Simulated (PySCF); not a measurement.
Atoms are numbered as in `[CH3:1][C@@H:2]([SiH3:3])[B:4]([F:5])[F:6]`. Each H is labelled by its parent atom.

Geometry: PBE0-D3(BJ)/def2-SVP; GIAO shifts from PySCF 2.14.0 with density-fitted response routines, gas phase, non-relativistic, averaged over equivalent atoms.

At PBE/pcSseg-1 (144 basis functions, 20 s wall time on 1 thread of an Arm Neoverse V1, shared host):
| atoms | δ (ppm) |
| --- | --- |
| C1 | 12.6 |
| C2 | 4.9 |
| Si3 | -60.7 |
| B4 | 28.5 |
| F5/F6 | -81.9 |
| H(Si3) | 4.03 |
| H(C1) | 1.17 |
| H(C2) | 0.80 |

References, each an isolated molecule treated in the same way: TMS for ¹³C (σref 180.03) and ²⁹Si (σref 334.61) and ¹H (σref 31.20); BF3·OEt2 for ¹¹B (σref 94.77); ¹⁹F (σref 144.73) vs CFCl3.

Task: What do these become at PBE0/pcSseg-2?

Result: 
```json
{"atoms": "C1", "δ at PBE0/pcSseg-2": "11.9", "change": "-0.7"}
{"atoms": "C2", "δ at PBE0/pcSseg-2": "4.6", "change": "-0.3"}
{"atoms": "Si3", "δ at PBE0/pcSseg-2": "-58.1", "change": "+2.6"}
{"atoms": "B4", "δ at PBE0/pcSseg-2": "29.4", "change": "+0.9"}
{"atoms": "F5/F6", "δ at PBE0/pcSseg-2": "-77.2", "change": "+4.7"}
{"atoms": "H(Si3)", "δ at PBE0/pcSseg-2": "4.01", "change": "-0.02"}
{"atoms": "H(C1)", "δ at PBE0/pcSseg-2": "1.20", "change": "+0.03"}
{"atoms": "H(C2)", "δ at PBE0/pcSseg-2": "0.91", "change": "+0.11"}
```

Scale: ¹³C (σ = 184.13 ppm) and ²⁹Si (σ = 341.29 ppm) and ¹H (σ = 31.25 ppm) against TMS; ¹¹B (σ = 99.07 ppm) vs BF3·OEt2; ¹⁹F (σ = 175.81 ppm) vs CFCl3 (reference shieldings calculated alike).

The largest change is at F5/F6 (fluorine bonded to B). Cost: 321 basis functions, 47 s wall time on 1 thread of an Arm Neoverse V1, shared host.

A carbon bonded to boron is broadened by the quadrupolar boron nucleus and is often missing from a measured spectrum. Unscaled 19F shifts against computed CFCl3 carry errors that often reach 10 to 50 ppm.
